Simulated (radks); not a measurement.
The numbers below are computed, except where a source is named.
All-electron atom: Cu+ in [Ar] 3d10 (the NIST ground configuration). Code: a radial shooting solver on a logarithmic mesh with Libxc functionals. Model: non-relativistic Kohn-Sham, exchange-only PBE, spin-polarised, spherical densities, point nucleus. Some entries of the table are withheld. Estimate them.

orbital,occ.,eigenvalue (Ry),r(max) (bohr),<r^2> (bohr^2)
1s,2,(1),0.03488,(2)
2s,2,-76.98900,0.1998,0.06714
2p,6,(3),(4),0.05290
3s,2,-8.71031,0.6219,0.6047
3p,6,-5.78668,0.6231,(5)
3d,10,-0.94765,(6),1.447

Answer. 
(1) 1s eigenvalue (Ry): -643.5053
(2) 1s <r^2> (bohr^2): 0.003751
(3) 2p eigenvalue (Ry): -67.57324
(4) 2p r(max) (bohr): 0.1595
(5) 3p <r^2> (bohr^2): 0.6749
(6) 3d r(max) (bohr): 0.6011
